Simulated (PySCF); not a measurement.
B(Cl)(Et)(OH) (C2H6BClO), SMILES CCB(O)Cl. Atoms are numbered in the order given.

```xyz
11

B      0.2586     0.5167     0.1821
Cl    -1.0606    -0.3304     1.0436
C      0.6328     0.1423    -1.2917
C      0.4070    -1.3029    -1.7188
H      1.6752     0.4576    -1.4669
H      0.0240     0.8193    -1.9235
H     -0.6389    -1.6066    -1.5624
H      1.0343    -1.9973    -1.1382
H      0.6460    -1.4544    -2.7823
O      0.9003     1.5125     0.8222
H      0.5558     1.6786     1.7072
```
Charge 0, spin multiplicity 1.

Coordinates come from a PBE0-D3(BJ)/def2-SVP optimisation. The structure was generated by enumeration, and PubChem lists no compound with its InChIKey, so it may never have been made. Other conformers were not sampled.

Method: ωB97X/def2-TZVP in PySCF.

Isolated molecule, no solvent.

Computed frontier levels, gap, dipole moment and polarisability:
| Quantity | Result |
|---|---|
| highest occupied level | -11.25 eV |
| lowest empty level | 2.35 eV |
| orbital gap | 13.60 eV |
| dipole moment | 0.62 D |
| quadrupole, principal values (traceless, Buckingham form, about the centre of nuclear charge) | -5.91, 0.04, 5.88 D·Å |
| mean static polarisability | 52.8 bohr³ (7.82 Å³) |
| polarisability, principal values | 43.5, 56.0, 58.7 bohr³ |
